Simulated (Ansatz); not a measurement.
Ansatz (a program for electronic structure) input (CCSD(T,core; 1s of Na to Cl frozen)/cc-pwCVTZ):
A basis named .json is the Basis Set Exchange file of that set.

Ansatz 0.2 input:
```yaml
crystal:
  periodic: [false, false, false]
  atoms:
    - {symbol: Si, position_ang: [-0.22351127, -0.88513027, 1.16889093]}
    - {symbol: O, position_ang: [1.47588268, -0.43203066, 0.81145398]}
    - {symbol: Si, position_ang: [2.02510811, 0.62245955, -0.53344229]}
    - {symbol: O, position_ang: [-0.93418438, -0.08347192, -0.00280627]}
    - {symbol: Si, position_ang: [-2.15415746, 0.49377371, -1.01226473]}
    - {symbol: H, position_ang: [-0.43857542, -0.36462954, 2.52152018]}
    - {symbol: H, position_ang: [-0.22509294, -2.34454765, 1.03788263]}
    - {symbol: H, position_ang: [1.58504835, -0.06836271, -1.74747420]}
    - {symbol: H, position_ang: [1.37556447, 1.91096871, -0.28347751]}
    - {symbol: H, position_ang: [3.47468206, 0.60521292, -0.30283231]}
    - {symbol: H, position_ang: [-3.06454855, 1.29689885, -0.18055329]}
    - {symbol: H, position_ang: [-1.45839445, 1.30859548, -2.02291438]}
    - {symbol: H, position_ang: [-2.82013910, -0.67711084, -1.60530426]}
    - {symbol: H, position_ang: [2.17371782, -0.77844611, 1.38939676]}
basis:
  gaussian:
    orbitals: cc-pwCVTZ.json
total_charge: 1
magnetization: {spin_polarized: false}
correlation: {method: ccsd_t, frozen_orbitals: {H: 0, O: 0, Si: 1}}
```

End of the output:

```
3 core orbitals not correlated
reference -27804.63796939 eV, -1021.8015987145 hartree; 30, 30 occupied and 356, 356 virtual orbitals, 2222 factors
second order -46.72709422 eV of doubles, -0.00000000 eV of singles
coupled cluster: 40.42 GiB planned
cycle   1  -47.61743696 eV  change   -8.9e-1 eV  update   1.1e-1
cycle   2  -48.41776060 eV  change   -8.0e-1 eV  update   3.2e-2
cycle   3  -48.54815111 eV  change   -1.3e-1 eV  update   1.6e-2
cycle   4  -48.52425665 eV  change    2.4e-2 eV  update   3.4e-3
cycle   5  -48.52218985 eV  change    2.1e-3 eV  update   1.6e-3
cycle   6  -48.52345724 eV  change   -1.3e-3 eV  update   4.1e-4
cycle   7  -48.52334590 eV  change    1.1e-4 eV  update   1.9e-4
cycle   8  -48.52323671 eV  change    1.1e-4 eV  update   5.9e-5
cycle   9  -48.52325269 eV  change   -1.6e-5 eV  update   2.2e-5
perturbative correction -1.03361528 eV, -0.0379846611 hartree
Total energy: -27854.19483736 eV, -1023.6227800216 hartree
```

It need not be the lowest isomer of its formula.
